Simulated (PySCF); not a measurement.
## MgI: script and output

The script input.py:

```python
from pyscf import gto, scf, mp

mol = gto.M(
    atom='Mg 0 0 0; I 0 0 2.478',
    basis='sbkjc',
    ecp={'Mg': 'sbkjc', 'I': 'sbkjc'},
    charge=0,
    spin=1,
    symmetry=True,
    verbose=4,
)
mf = scf.UHF(mol)
mf.kernel()
mp.MP2(mf).kernel()
mf.dip_moment()
print('orbital energies (hartree):', [e[max(0, n-3):n+3].round(4) for e, n in zip(mf.mo_energy, mol.nelec)])
```

```bash
$ OMP_NUM_THREADS=1 python input.py
```

It prints (some set-up lines and the per-cycle HOMO/LUMO lines with their warnings removed):

```
PySCF version 2.14.0

[INPUT] Symbol           X                Y                Z      unit          X                Y                Z       unit  Magmom
[INPUT]  1 Mg     0.000000000000   0.000000000000   0.000000000000 AA    0.000000000000   0.000000000000   0.000000000000 Bohr   0.0
[INPUT]  2 I      0.000000000000   0.000000000000   2.478000000000 AA    0.000000000000   0.000000000000   4.682741336672 Bohr   0.0

nuclear repulsion = 2.98970175661017
point group symmetry = Coov
symmetry origin: [0.         0.         3.81823524]
symmetry axis x: [1. 0. 0.]
symmetry axis y: [0. 1. 0.]
symmetry axis z: [0. 0. 1.]
num. orbitals of irrep A1 = 8
num. orbitals of irrep E1x = 4
num. orbitals of irrep E1y = 4
number of shells = 8
number of NR pGTOs = 36
number of NR cGTOs = 16
basis = sbkjc
ecp = {'Mg': 'sbkjc', 'I': 'sbkjc'}

******** <class 'pyscf.scf.uhf_symm.SymAdaptedUHF'> ********
method = SymAdaptedUHF
initial guess = minao
damping factor = 0
level_shift factor = 0
DIIS = <class 'pyscf.scf.diis.CDIIS'>
SCF conv_tol = 1e-09
SCF max_cycles = 50
number electrons alpha = 5  beta = 4
Freeze 0 electrons in irreps []
    9 free electrons in irreps A1 E1x E1y
init E= -11.7532301098002

cycle= 1 E= -12.0206046985058  delta_E= -0.267  |g|= 0.0877  |ddm|= 1.63
cycle= 2 E= -12.0397149273854  delta_E= -0.0191  |g|= 0.0357  |ddm|= 0.378
cycle= 3 E= -12.04476311088  delta_E= -0.00505  |g|= 0.0169  |ddm|= 0.194
cycle= 4 E= -12.0461009873862  delta_E= -0.00134  |g|= 0.00522  |ddm|= 0.138
cycle= 5 E= -12.0461926921696  delta_E= -9.17e-05  |g|= 0.00215  |ddm|= 0.0268
cycle= 6 E= -12.0462110177191  delta_E= -1.83e-05  |g|= 0.000429  |ddm|= 0.0159
cycle= 7 E= -12.0462117002607  delta_E= -6.83e-07  |g|= 0.000111  |ddm|= 0.0027
cycle= 8 E= -12.0462117509934  delta_E= -5.07e-08  |g|= 1.97e-05  |ddm|= 0.000726
cycle= 9 E= -12.046211752208  delta_E= -1.21e-09  |g|= 3.05e-06  |ddm|= 0.000123
cycle= 10 E= -12.0462117522357  delta_E= -2.78e-11  |g|= 5.46e-07  |ddm|= 1.57e-05
Extra cycle  E= -12.0462117522365  delta_E= -7.25e-13  |g|= 2.2e-07  |ddm|= 2.87e-06
converged SCF energy = -12.0462117522365  <S^2> = 0.75230827  2S+1 = 2.0023069

******** <class 'pyscf.mp.ump2.UMP2'> ********
nocc = (np.int64(5), np.int64(4)), nmo = (16, 16)
E(UMP2) = -12.0675430121269  E_corr = -0.0213312598904262
E(SCS-UMP2) = -12.0677371851157  E_corr = -0.0215254328791864
E_corr(same-spin) = -0.00469855267999043
E_corr(oppo-spin) = -0.0166327072104358
Dipole moment(X, Y, Z, Debye):  0.00000,  0.00000, -3.61406
orbital energies (hartree): [array([-0.3635, -0.3635, -0.2855,  0.0154,  0.0154,  0.0584]), array([-0.407 , -0.3626, -0.3626, -0.01  ,  0.0418,  0.0418])]
```

In short: E(SCF) = -12.046212 Eh, 10 cycles, E(MP2) − E(SCF) = -0.02133 Eh, ⟨S²⟩ = 0.752, μz(SCF) = -3.61 D.

Hardware: Intel Xeon 6975P-C, 1 thread, shared host. Wall time 0.58 s, peak memory 0.12 GiB.

The bond length is a typed value, not an optimised one. No search for the lowest solution was made.
